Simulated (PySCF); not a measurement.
## Tm⁶⁷⁺ (thulium, charge +67): Hartree-Fock from Schrödinger to Dirac-Coulomb-Breit

Occupied: 1s1/2. Hartree-Fock calculated with PySCF 2.14 in an even-tempered Gaussian basis (19 s from 17 bohr⁻², ratio 2.3; 15 p from 20 bohr⁻², ratio 2.3), Gaussian nucleus throughout. NR is non-relativistic, sf-X2C the spin-free one-electron X2C Hamiltonian, X2C adds the bare one-electron spin-orbit term, X2C-SNSO screens it by Boettger's factors, DC is four-component Dirac-Coulomb, and the Gaunt and Breit terms are added at first order (total energies over the DC spinors, levels after relaxing the spinors in that mean field). QED terms are absent. Levels marked empty are virtual spinors of this ion.

```
Hamiltonian  E (hartree)  E − E(DC) (hartree)  CPU seconds
         NR   -4717.6998             341.6739         0.58
     sf-X2C   -5057.0215               2.3522         0.35
        X2C   -5057.0215               2.3522         0.35
   X2C-SNSO   -5057.0215               2.3522         0.35
         DC   -5059.3737               0.0000          6.7
   DC+Gaunt   -5054.6831               4.6907           11
   DC+Breit   -5054.6831               4.6907          100
```

Question: Give the 2p spin-orbit interval with each Hamiltonian that has one.

Answer: X2C 1137; X2C-SNSO 1119; DC 1111; DC+Gaunt 1096; DC+Breit 1095 (eV).

```csv
level (eV),NR,sf-X2C,X2C,X2C-SNSO,DC,DC+Gaunt,DC+Breit
1s1/2,-63603.9,-68124.5,-68124.5,-68124.5,-68188.0,-68061.3,-68061.3
2s1/2 (empty),-15453.4,-16834.9,-16834.9,-16834.9,-16842.0,-16827.7,-16829.4
2p1/2 (empty),-15324.2,-15876.4,-16684.1,-16670.5,-16667.1,-16637.1,-16641.4
2p3/2 (empty),-15324.2,-15876.4,-15546.9,-15551.4,-15556.3,-15541.6,-15545.9
3s1/2 (empty),-6836.5,-7317.2,-7317.2,-7317.2,-7319.3,-7315.2,-7315.8
```

Weight of the small component: 1s1/2 0.0673, 2s1/2 0.0165, 2p1/2 0.0165, 2p3/2 0.0153, 3s1/2 0.00719.

Koopmans' value for the highest occupied level at DC+Breit: 68061.3 eV, against an ionisation energy of 67965.25 ± 0.12 eV (theoretical estimate listed by NIST; NIST Atomic Spectra Database, ionization energies); the former lacks relaxation, correlation, QED and recoil.

The whole ladder took 120 s of wall time on 1 thread of Neoverse-N1 (shared host), launched as `OMP_NUM_THREADS=1 python relrun2.py TASK.json OUT` (a driver that calls PySCF for each Hamiltonian).
